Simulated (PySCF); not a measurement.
Write Cartesian coordinates for MoO2Me2 (`[CH3][Mo]([CH3])(=[O])=[O]`) as optimised with PBE0-D3(BJ)/def2-SVP. (Singlet state.)

```xyz
11
C2H6MoO2 angstrom
Mo     0.6380   -0.0089    0.4647
O      0.6275    0.0056    2.1367
O      2.2143   -0.0250   -0.0904
C     -0.2816    1.7428   -0.2289
H      0.1834    2.6453    0.1981
H     -1.3459    1.7243    0.0647
H     -0.1966    1.7878   -1.3278
C     -0.3068   -1.7578   -0.2003
H     -0.3682   -1.7204   -1.3024
H     -1.3204   -1.8184    0.2300
H      0.2542   -2.6610    0.0864
```

Any rigid rotation of these coordinates is as good. Atoms count from 1 in this order. Mo1 (molybdenum bonded to 2 C and 2 O) is distorted tetrahedral (angles from 108.2° to 113.2°).

Bonds between heavy atoms (Å): Mo1–O2 1.672, Mo1–O3 1.671, Mo1–C4 2.097, Mo1–C8 2.096.

Method: PySCF, PBE0-D3(BJ)/def2-SVP geometry optimisation, gas phase, def2 core potentials past Kr.

Point group: near C2v, missed by 0.20 Å at most; the miss may be what the optimiser left on a soft mode (C2 holds within 0.08 Å). PBE0-D3(BJ)/def2-SVP frequencies: not computed here.
